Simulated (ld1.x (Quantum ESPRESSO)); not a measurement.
Before and after: TM potential for chlorine

Cl, norm-conserving Troullier–Martins (Kleinman–Bylander form), made with ld1.x (Quantum ESPRESSO) 7.5 (LDA (PZ), scalar-relativistic). Core [Ne], reference 3s1 3p6. Waves: 3s (bound): rc 1.35 bohr; 3p (bound): rc 1.05 bohr; 3d channel at 0.35 Ry: rc 1.35 bohr. Local part: the d channel. Core correction: none.

Change: wave 3s (bound): rc 1.35 bohr becomes 3s (bound): rc 1.20 bohr.

Cutoffs: the cutoffs (Ry, on a coarse ladder) from which the occupation-weighted sum of valence levels, in a spherical-Bessel basis at the reference potential, stays within 10 and 1 mRy of its value at 400 Ry; they do not see the model core or the augmentation charge, which bear on the density cutoff. Errors are all-electron minus pseudo energies relative to the spin-unpolarised reference configuration.

Question: Predict the effect on cutoff, ghosts and configuration errors.

Answer: The potential gets neither clearly harder nor softer (100 Ry and 200 Ry → 100 Ry and 200 Ry); the errors of the 9 common tests hardly move; neither file shows a bound ghost.

```tsv
quantity	base	changed
cutoff, loose	100 Ry	100 Ry
cutoff, tight	200 Ry	200 Ry
bound ghosts	none	none
error for 3s2 3p5, meV [ΔE -12.05 eV]	+5.5	+5.6
error for 3s2 3p4, meV [ΔE 1.92 eV]	+6.0	+6.1
error for 3s2 3p3, meV [ΔE 27.45 eV]	+36	+36
error for 3s2 3p2, meV [ΔE 65.85 eV]	+136	+135
error for 3s1 3p5, meV [ΔE 14.52 eV]	+7.0	+6.9
error for 3s2 3p4.5, meV [ΔE -6.41 eV]	+3.8	+4.0
error for 3s2 3p5.3, meV [ΔE -14.22 eV]	+7.2	+7.3
error for 3s1 3p6 (spin-polarised), meV [ΔE -0.27 eV]	+41	+41
error for 3s2 3p5 (spin-polarised), meV [ΔE -12.23 eV]	+22	+22
s: phases at 1.51 bohr within 0.05 rad from the reference energy up to (Ry; the scan ends near 5)	0.9	0.9
p: phases at 1.51 bohr within 0.05 rad from the reference energy up to (Ry; the scan ends near 5)	4.8	4.8
d: phases at 1.51 bohr within 0.05 rad from the reference energy up to (Ry; the scan ends near 5)	to the end of the scan	to the end of the scan
```
